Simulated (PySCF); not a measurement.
The dipole of `O=S(=O)(O)C(C(N)=O)=C` from its density and from atomic charges.

Coordinates (GFN2-xTB, Å) and charges (e) from the PBE0/pcSseg-1 density (PySCF):

| atom | x | y | z | Mulliken | IAO | Hirshfeld | ESP-fitted |
| --- | --- | --- | --- | --- | --- | --- | --- |
| C1 | -0.076 | 1.945 | -0.207 | +0.0644 | -0.2253 | -0.0388 | -0.2217 |
| C2 | -0.189 | 0.639 | -0.060 | -0.6531 | -0.2896 | -0.0381 | -0.3042 |
| C3 | -1.299 | -0.183 | -0.636 | +0.5690 | +0.4345 | +0.1593 | +0.7804 |
| N4 | -1.438 | -1.389 | -0.065 | -0.4080 | -0.5010 | -0.1704 | -0.9249 |
| O5 | -1.989 | 0.232 | -1.542 | -0.4151 | -0.4953 | -0.2903 | -0.5538 |
| S6 | 1.118 | -0.217 | 0.807 | +1.3181 | +2.1603 | +0.5623 | +1.1232 |
| O7 | 2.149 | 0.695 | 1.189 | -0.5131 | -0.8629 | -0.2927 | -0.5082 |
| O8 | 0.571 | -1.100 | 1.791 | -0.5206 | -0.8441 | -0.2670 | -0.4960 |
| O9 | 1.700 | -1.141 | -0.379 | -0.4449 | -0.7284 | -0.2050 | -0.5840 |
| H10 | -0.823 | 2.508 | -0.746 | +0.1546 | +0.1943 | +0.0761 | +0.1963 |
| H11 | 0.764 | 2.469 | 0.217 | +0.1530 | +0.1868 | +0.0624 | +0.1848 |
| H12 | -0.856 | -1.667 | 0.714 | +0.2263 | +0.2854 | +0.0990 | +0.4334 |
| H13 | -2.167 | -1.998 | -0.400 | +0.2016 | +0.2926 | +0.1488 | +0.4205 |
| H14 | 2.532 | -0.794 | -0.706 | +0.2676 | +0.3926 | +0.1944 | +0.4542 |

Compute μ = Σ q r for each scheme (1 e·Å = 4.803 D) and compare with the dipole of the full density.

The full density gives (1.10, 0.12, -0.81) D, 1.37 D in size; dipole vectors point from the negative to the positive end.

| scheme | μx | μy | μz | size (D) | share of the full size (%) | angle to the full dipole (°) |
| --- | --- | --- | --- | --- | --- | --- |
| Mulliken | 0.70 | 1.37 | -0.82 | 1.74 | 127 | 48 |
| IAO | 0.73 | 0.70 | -1.10 | 1.50 | 109 | 30 |
| Hirshfeld | 0.93 | -0.14 | -0.46 | 1.05 | 77 | 16 |
| ESP-fitted | 1.09 | 0.13 | -0.81 | 1.37 | 100 | 1 |

Which set comes closest?

Length of the difference vector: ESP-fitted 0.02 D, Hirshfeld 0.46 D, IAO 0.75 D, Mulliken 1.31 D. Closest: ESP-fitted. 

What is left for the Hirshfeld atoms' own dipoles?

The Hirshfeld atoms' densities add up to the full density, so μ = Σ q r + Σ (atomic dipoles). The atomic dipoles sum to (1.10, 0.12, -0.81) − (0.93, -0.14, -0.46) = (0.17, 0.26, -0.35) D, 0.46 D in size.

With the origin at the mean of the coordinates, (0.000, 0.000, -0.002) Å, which are the largest single terms, by size, of the IAO dipole along the direction of the full one?

O9 -5.20, O7 -4.49, H14 +4.48, S6 +4.17, N4 +2.98 D; all 14 atoms together +1.30 D. The single terms depend on the origin, their sum doesn't.

Give the size of the full dipole in other units.

1.37 D = 0.540 au = 0.286 e·Å = 4.58 × 10⁻³⁰ C·m.

One conformer (not necessarily the lowest) at the GFN2-xTB geometry, without solvent, vibrations or thermal averaging.

Conformer computed: `[CH2:1]=[C:2]([C:3]([NH2:4])=[O:5])[S:6](=[O:7])(=[O:8])[OH:9]`: C1–C2–C3–N4 -162°, C1–C2–S6–O7 -2°, H–N4–C3–C2 3°, H–N4–C3–C2 180°, H–O9–S6–C2 105°.
